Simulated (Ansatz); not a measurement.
The pair A = CH3Cl (SMILES CCl) (first 5 atoms), B = H2 (SMILES [H][H]); geometry from B3LYP-D3(BJ)/def2-TZVP.
(charge 0, multiplicity 1):
```xyz
7

C     -0.2693     1.0804    -0.4277
Cl    -0.1522    -0.7034    -0.2695
H     -1.1997     1.3174    -0.9347
H     -0.2559     1.5117     0.5687
H      0.5809     1.4279    -1.0066
H     -0.0957     0.4065     3.2490
H     -0.0886    -0.0494     2.6598
```

Frozen-core correlation. MP2 and its Hartree–Fock in aug-cc-pV(Q+d)Z are density fitted.

The values were computed with Ansatz (Gaussian basis) for Hartree–Fock, density functionals and correlated methods. Values without a source in brackets are computed.

The counterpoise-corrected interaction energy is E(AB) − E(A in the pair's basis) − E(B in the pair's basis). Total energies (hartree):

```csv
level,AB,A in the pair's basis,B in the pair's basis
HF/aug-cc-pV(T+d)Z,-500.2823389,-499.1497419,-1.1329893
MP2/aug-cc-pV(T+d)Z,-500.6969000,-499.5309024,-1.1650210
HF/aug-cc-pV(Q+d)Z,-500.2883611,-499.1553207,-1.1334308
MP2/aug-cc-pV(Q+d)Z,-500.7306199,-499.5628763,-1.1666972
CCSD(T)/aug-cc-pV(T+d)Z,-500.7517334,-499.5780922,-1.1726643
```

Q: Work out the counterpoise-corrected interaction energy at the basis-set limit: extrapolate the MP2 correlation part as X⁻³, take Hartree–Fock from the larger set, and add the CCSD(T) − MP2 difference of aug-cc-pV(T+d)Z.

A: 
1. Differences (1 hartree = 627.509 kcal/mol): HF/aug-cc-pV(T+d)Z 0.246; MP2/aug-cc-pV(T+d)Z -0.613; HF/aug-cc-pV(Q+d)Z 0.245; MP2/aug-cc-pV(Q+d)Z -0.657; CCSD(T)/aug-cc-pV(T+d)Z -0.613.
2. Correlation parts, MP2 less HF: -0.859 in aug-cc-pV(T+d)Z (X = 3), -0.902 in aug-cc-pV(Q+d)Z (X = 4).
3. Limit (4³·(-0.902) − 3³·(-0.859))/(4³ − 3³) = -0.933; with HF/aug-cc-pV(Q+d)Z it gives -0.688.
4. CCSD(T) less MP2 in aug-cc-pV(T+d)Z: 0.000.
Result: -0.69 kcal/mol, against -0.61 at MP2/aug-cc-pV(T+d)Z. It is an estimate of this method's limit, not of the exact value.

Ansatz is a program for electronic structure.
